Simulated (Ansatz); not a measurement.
`[GaH2][GaH][GeH3]` + H₂S → `[SH][GaH2]` + `[GaH2][GeH3]`  (cleavage of the Ga–Ga bond)

Computed with Ansatz on PBE0-D4/def2-TZVP structures; ΔE is electronic, products minus reactants. CCSD(T)/CBS is the MP2 limit (def2-TZVPP, def2-QZVPP) plus CCSD(T) − MP2 in def2-TZVPP, frozen cores. This one scheme is used for every species. DFT in def2-TZVPP. For Ga, Ge outer-core shells are correlated without core-valence functions, which leaves a few kJ/mol of doubt a bond. Scalar relativity is left out up to krypton.

| level | ΔE (kJ/mol) | difference from CCSD(T)/CBS |
| --- | --- | --- |
| LDA (SPW92) | -56.9 | -0.1 |
| revPBE-D4 | -53.9 | 2.9 |
| B2PLYP | -60.1 | -3.3 |
| PBE | -53.5 | 3.3 |
| LC-ωPBE | -63.1 | -6.3 |
| RPA@PBE/def2-TZVPP | -55.5 | 1.3 |
| MP2/def2-SVP | -70.3 | -13.5 |
| MP2/def2-TZVPP | -63.4 | -6.6 |
| SCS-MP2/def2-TZVPP | -62.6 | -5.8 |
| MP2/def2-QZVPP | -62.9 | -6.1 |
| CCSD(T)/CBS | -56.8 | 0 |

Largest T1 diagnostic among the species: 0.013.

From BLYP to BHLYP (50 % exact exchange), in def2-TZVPP and without D4, ΔE moves by −8.1 kJ/mol. At CCSD(T), def2-SVP lies −7.8 kJ/mol from the extrapolated value and def2-TZVPP −0.9 kJ/mol.

CCSD(T)/CBS has its own doubt, a few kJ/mol and more with outer-core shells, so smaller differences from it don't rank the levels.
